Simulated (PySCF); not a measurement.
## Excitation energy of V⁺ by level of theory

V⁺ [Ar] 3d4 (5D) → V⁺ [Ar] 3d3 4s1, s spin flipped, as a difference of total energies. Calculation: PySCF 2.14, in def2-TZVPPD (6s6p4d2f1g, 67 functions); no relativity, point nucleus. Correlated levels: valence and next inner shell: [Ne] frozen. The calculations carry no spin-orbit coupling.

```tsv
method	excitation energy (eV)
UHF	0.469
MP2 (valence and next inner shell)	1.327
SCS-MP2 (valence and next inner shell)	0.830
```

Q: How much does correlation contribute at MP2 (valence and next inner shell)?

A: 1.327 − (0.469) = 0.858 eV, measured against UHF.

The upper determinant mixes two multiplicities, so it lies between the two terms.
